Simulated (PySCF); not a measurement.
## Radial density of F⁺ (fluorine, charge +1)

MN15, [He] 2s2 2p4, high-spin 3P determinant. Computed with PySCF 2.14 in def2-SVP, with the non-relativistic Hamiltonian (point nucleus).

```csv
r (bohr),4πr²ρ (e/bohr),4πr²(ρα − ρβ)
0.00298,0.04479,0.0000
0.00500,0.1250,0.0001
0.00842,0.3406,0.0002
0.0142,0.8793,0.0005
0.0238,2.074,0.0011
0.0401,4.413,0.0032
0.0674,7.661,0.0122
0.113,9.743,0.0643
0.191,7.544,0.3048
0.321,4.157,0.9311
0.539,5.215,1.8406
0.907,5.301,1.6657
1.53,1.737,0.5317
2.57,0.1753,0.0606
4.32,0.0002782,0.0001
```
